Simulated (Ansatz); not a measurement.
## Ligand exchange: Sn(CH3)2Cl2 + SiH3Cl → Sn(CH3)Cl3 + SiH3(CH3)

Species: Sn(CH3)2Cl2 (dimethyltin dichloride), singlet; SiH3Cl (chlorosilane) `[SiH3]Cl`, singlet; Sn(CH3)Cl3, singlet; SiH3(CH3), singlet. The partners trade CH3 for Cl: Sn–CH3 and Si–Cl bonds give way to Sn–Cl and Si–CH3.

Shapes, held fixed at every level: PBE0-D4/def2-TZVP. Programs: Ansatz 0.2.0. The zero-point and thermal change to 298 K, harmonic and unscaled (PBE0-D4/def2-TZVP), is -0.3 kJ/mol.

Q: Estimate ΔH(298 K) of this reaction.

A: The highest level, CCSD(T)/def2-TZVPP, gives ΔH(298 K) = +4.5 kJ/mol; the levels span -10.3 to +4.5. They disagree on the sign: 1 of 7 are positive. The column of differences is taken from that level and isn't an error. No measured value is set beside it here. For atoms past krypton def2 sets carry core potentials with scalar relativity. Outer-core shells of Sn are correlated in most correlated rows, in sets that cover them unevenly. CCSD(T)/def2-TZVPP lies outside the range of all other levels here, so it shouldn't be taken on trust.

```tsv
level	kind	ΔH(298 K) (kJ/mol)	less CCSD(T)/def2-TZVPP
HF/def2-SVP	Hartree–Fock	-9.9	-14.4
HF/def2-TZVPP	Hartree–Fock	-3.0	-7.5
r2SCAN-D4/def2-TZVPP	meta-GGA	-3.7	-8.2
wB97M-V/def2-TZVPP	range-separated hybrid	0.0	-4.5
wB97X-V/def2-TZVPP	range-separated hybrid	-0.7	-5.2
CCSD/def2-SVP	coupled cluster or CI	-10.3	-14.8
CCSD(T)/def2-TZVPP	coupled cluster or CI	+4.5	0.0
```
